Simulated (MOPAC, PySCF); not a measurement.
[Sc(Br)3], neutral singlet in the gas phase. 

Cartesian coordinates (Å):
```xyz
4

Sc     0.0000     0.0000     0.0000
Br    -1.9036     1.4910     0.1878
Br     2.0059     0.4254     1.2952
Br    -0.1022    -1.9164    -1.4829
```
Charge 0, spin multiplicity 1.

All levels are single points at this geometry (PBE-D3(BJ)/def2-SVP); Pople sets use spherical d functions. Orbital energies aren't observables, and empty levels follow the basis.

```
level                                         HOMO (eV)  LUMO (eV)  gap (eV)  dipole (D)  vertical IE, Delta-SCF (eV)
--------------------------------------------  ---------  ---------  --------  ----------  ---------------------------
B3LYP-D3(BJ)/def2-TZVP in PySCF                   -8.30      -3.68      4.62        0.00                            –
TPSSh-D3(BJ)/def2-TZVP in PySCF                   -7.93      -3.73      4.20        0.00                            –
B3LYP/6-311+G** (LANL2DZ on Br, Sc) in PySCF      -8.54      -4.36      4.18        0.00                            –
B3LYP/LANL2DZ in PySCF                            -8.54      -4.36      4.18        0.00                            –
BP86/6-31G* (LANL2DZ on Sc) in PySCF              -7.51      -4.59      2.92        0.00                            –
PBE/6-31G* (LANL2DZ on Sc) in PySCF               -7.40      -4.56      2.84        0.00                         9.96
HF/6-31G* (LANL2DZ on Sc) in PySCF               -11.47      -0.80     10.67        0.00                            –
PM6 in MOPAC                                      -9.89      -1.63      8.25        0.00                            –
PM7 in MOPAC                                     -11.99      -2.96      9.03        0.00                            –
```
